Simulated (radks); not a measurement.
Results of a calculation; reference values are marked as such.
Sc18+, configuration [He] 3d1 (not the ground configuration). Code: a radial shooting solver on a logarithmic mesh with Libxc functionals. Model: non-relativistic Kohn-Sham, Wu-Cohen GGA, spin-polarised, spherical densities, point nucleus; open shells are filled with parallel spins first.

Local quantities along the radius. ELF = 1/(1 + alpha^2) is the electron localisation function; alpha = (tau - tau_W)/tau_unif compares the Pauli kinetic energy density with that of the uniform gas (summed over spins); -r V(r) is the screened charge that the Kohn-Sham potential of spin up presents (atomic units); s = |grad rho|/(2 (3 pi^2)^(1/3) rho^(4/3)) is the reduced gradient; r v_xc is r times the local exchange-correlation potential of spin up (hartree bohr).

r (bohr)    ELF       alpha  -r V(r)        s    r v_xc
0.002384  1.000   4.053e-08    20.97   0.3930  -0.07150
0.002935  1.000   6.356e-08    20.95   0.3960  -0.08058
0.003642  1.000   1.023e-07    20.93   0.3998  -0.09204
0.004485  1.000   1.633e-07    20.91   0.4045   -0.1054
0.005566  1.000   2.689e-07    20.88   0.4106   -0.1220
0.006853  1.000   4.413e-07    20.85   0.4179   -0.1411
0.008437  1.000   7.378e-07    20.80   0.4271   -0.1637
0.01047   1.000   1.289e-06    20.75   0.4392   -0.1911
0.01289   1.000   2.268e-06    20.68   0.4540   -0.2215
0.01587   1.000   4.133e-06    20.60   0.4729   -0.2559
0.0197    1.000   8.062e-06    20.50   0.4983   -0.2955
0.02426   1.000  0.00001618    20.39   0.5303   -0.3362
0.0301    1.000  0.00003575    20.25   0.5742   -0.3796
0.03706   1.000  0.00008320    20.11   0.6312   -0.4197
0.04563   1.000   0.0002136    19.95   0.7090   -0.4546
0.05664   1.000   0.0006464    19.78   0.8231   -0.4813
0.06973   1.000    0.002184    19.62   0.9828   -0.4941
0.08585   1.000    0.008842    19.47    1.222   -0.4916
0.1066    0.998     0.04764    19.31    1.612   -0.4584
0.1312    0.912      0.3111    19.14    2.211   -0.3819
0.1628    0.123       2.665    19.03    3.080   -0.3615
0.2005    0.005       14.00    18.91    3.074   -0.3230
0.2468    0.005       13.93    18.53   0.7630  -0.04516
0.3063    0.020       7.085    18.81  0.05218   -0.4284
0.3771    0.044       4.683    18.82   0.3375   -0.5462
0.4681    0.069       3.668    18.75   0.7383   -0.5889
0.5763    0.077       3.470    18.67    1.231   -0.5821
0.7096    0.057       4.063    18.57    2.016   -0.5332
0.8806    0.024       6.315    18.38    3.588   -0.3738
1.084     0.006       13.33    18.40    7.062   -0.4018
1.335     0.001       41.80    18.27    16.59   -0.2676
1.657     0.000       229.9    18.12    51.15   -0.1189

On this mesh the ELF has minima near r = 0.22 bohr, which separate the shells.

Self-consistent cycle (total energy in hartree, residual of the potential): 1: -447.418108, 1e+01; 2: -447.503854, 8e+00; 3: -447.584349, 4e-02; 4: -447.584367, 1e-02; 5: -447.584369, 6e-04; 6: -447.584369, 1e-05; 7: -447.584369, 2e-06; 8: -447.584369, 2e-07; 9: -447.584369, 4e-08; 10: -447.584369, 2e-08; 11: -447.584369, 1e-08; 12: -447.584369, 3e-10.
